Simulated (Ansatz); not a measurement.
Geometry optimisation, RKS PBE/def2-SVP in Ansatz 0.2.0.

The input (input.yaml):

```yaml
crystal:
  periodic: [false, false, false]
  atoms:
    - { symbol: Si, position_ang: [-0.303309, 0.163245, 0.073641] }
    - { symbol: Si, position_ang: [-0.666858, 0.164257, 2.304161] }
    - { symbol: H, position_ang: [-1.86045, 1.044874, 2.609837] }
    - { symbol: H, position_ang: [-1.010159, -1.178807, 2.912226] }
    - { symbol: H, position_ang: [0.497221, 0.748653, 3.059047] }
    - { symbol: H, position_ang: [1.120671, 0.381325, -0.351332] }
    - { symbol: "N", position_ang: [-1.159503, 1.499949, -0.6645] }
    - { symbol: H, position_ang: [-2.038751, 1.880343, -0.307245] }
    - { symbol: H, position_ang: [-0.669298, 2.173436, -1.258907] }
    - { symbol: "N", position_ang: [-0.752635, -1.453368, -0.519] }
    - { symbol: H, position_ang: [-1.669823, -1.800195, -0.211922] }
    - { symbol: H, position_ang: [-0.687861, -1.574381, -1.538018] }
    - { symbol: "N", position_ang: [1.372934, -1.902497, 1.518432] }
    - { symbol: H, position_ang: [0.766587, -2.175363, 0.722656] }
    - { symbol: Si, position_ang: [3.0795, -2.302349, 1.508544] }
    - { symbol: H, position_ang: [3.416715, -3.777767, 1.544295] }
    - { symbol: H, position_ang: [3.675854, -1.737947, 0.247387] }
    - { symbol: H, position_ang: [3.727063, -1.669885, 2.710141] }
    - { symbol: H, position_ang: [0.832502, -2.040823, 2.396957] }
basis:
  gaussian: { orbitals: def2-SVP }
hamiltonian:
  xc: pbe
relax:
  f_tol: 0.03
  max_steps: 50
```

Launched with:

```bash
$ ansatz run input.yaml --threads 4 --pin off --max-ram 5120MiB --backend cpu --events-out ev --progress --plain --runs-dir out
```

Problem. Where does it end, and by what steps?

Solution. It converged. The force dipped under the threshold on the way, but the program's further checks kept it going. After 16 steps the energy has fallen by 0.190 eV; H19 moved furthest, 0.65 Å.

```tsv
step	energy less start (eV)	largest force component (eV/Å)	accepted
0	0.0000	1.248	yes
1	-0.1093	0.363	yes
2	-0.1352	0.328	yes
3	-0.1239	0.453	no
4	-0.1522	0.091	yes
5	-0.1631	0.149	yes
6	-0.1557	1.027	no
7	-0.1724	0.199	yes
8	-0.1784	0.334	yes
9	-0.1809	0.499	yes
10	-0.1818	0.509	yes
11	-0.1878	0.145	yes
12	-0.1887	0.044	yes
13	-0.1893	0.037	yes
14	-0.1891	0.060	no
15	-0.1898	0.007	yes
16	-0.1902	0.018	yes
```

```xyz
19
Properties=species:S:1:pos:R:3
Si -0.274 0.270 0.040
Si -0.690 0.334 2.362
H -1.762 1.369 2.630
H -1.226 -0.973 2.890
H 0.523 0.738 3.151
H 1.159 0.461 -0.372
N -1.142 1.628 -0.636
H -2.085 1.849 -0.309
H -1.014 1.914 -1.611
N -0.616 -1.394 -0.496
H -1.554 -1.767 -0.312
H -0.350 -1.632 -1.459
N 1.321 -2.163 1.742
H 0.693 -2.190 0.917
Si 3.043 -2.318 1.483
H 3.556 -3.698 1.118
H 3.419 -1.395 0.355
H 3.764 -1.911 2.742
H 0.906 -2.678 2.523
```

Whether the end is a true minimum wasn't checked by a vibrational analysis.

Time of the run: 39 s on 4 threads of Intel(R) Xeon(R) Platinum 8259CL CPU @ 2.50GHz (Skylake/Cascade Lake) (shared host), peak memory 0.26 GiB.
